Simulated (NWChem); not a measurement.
**Ionisation of isotetrasilane (H$_{10}$Si$_{4}$)**

```xyz
14

Si    -0.0054     2.0624    -0.8351
Si     0.0555     0.1795     0.5680
Si     1.8916    -1.1723     0.0035
Si    -1.9346    -1.0467     0.3363
H      1.2580     2.8538    -0.7115
H     -0.1540     1.6155    -2.2552
H     -1.1632     2.9429    -0.4860
H      0.1944     0.6301     1.9922
H      3.1711    -0.4109     0.1474
H      1.7572    -1.6197    -1.4178
H      1.9471    -2.3810     0.8831
H     -1.9167    -2.2535     1.2201
H     -3.1180    -0.2040     0.6930
H     -2.0757    -1.4948    -1.0842
```
Charge 0, spin multiplicity 1.

All runs are NWChem calculations. The geometry was optimised at PBE0/def2-SVP, with no frequency check, so it may be a saddle point.

Basis set: def2-SVP. −ε marks an orbital energy of the parent.

B3LYP has NWChem's definition, with VWN1-RPA local correlation.

Q: One of these methods gave a first vertical ionisation energy of 10.55 eV. Which?
(A) −ε(HOMO) of HF
(B) −ε(HOMO) of PBE0
(C) −ε(HOMO) of PBE
(D) −ε(HOMO) of B3LYP

A: A, −ε(HOMO) of HF. The others give 6.98 (−ε(HOMO) of PBE), 7.83 (−ε(HOMO) of B3LYP), 8.07 (−ε(HOMO) of PBE0).
